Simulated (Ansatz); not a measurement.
Wavefunction ladder for C₄H₁₂Ti, SMILES `[CH3][Ti]([CH3])([CH3])[CH3]`

```tsv
atom	x (Å)	y (Å)	z (Å)
C1	-0.589	-1.298	1.493
Ti2	-0.001	-0.001	0.000
C3	1.826	-0.599	-0.752
C4	0.167	1.906	0.772
C5	-1.404	-0.009	-1.514
H6	-1.119	-2.156	1.064
H7	0.285	-1.664	2.044
H8	-1.258	-0.789	2.196
H9	1.943	-0.253	-1.785
H10	1.903	-1.692	-0.737
H11	2.640	-0.182	-0.148
H12	0.881	2.493	0.183
H13	0.517	1.866	1.810
H14	-0.805	2.411	0.750
H15	-2.407	-0.164	-1.100
H16	-1.389	0.946	-2.050
H17	-1.189	-0.815	-2.225
```

Total charge 0; spin multiplicity 1. Correlated methods include outer-core shells of Ti, which these sets cover unevenly. Scalar relativity is left out up to krypton. The structure was optimised at the PBE0-D4/def2-TZVP level. Frozen core, restricted reference, Ansatz.

```csv
basis,HF (Eh),MP2 corr.,CCSD corr.,(T),CCSD(T) total
def2-SVP,-1006.56808,-0.90139,-0.97061,-0.03955,-1007.57824
def2-TZVPP,-1006.86851,-1.16626,-1.22367,-0.05896,-1008.15114
def2-QZVPP,-1006.89173,-1.24647,–,–,–
```
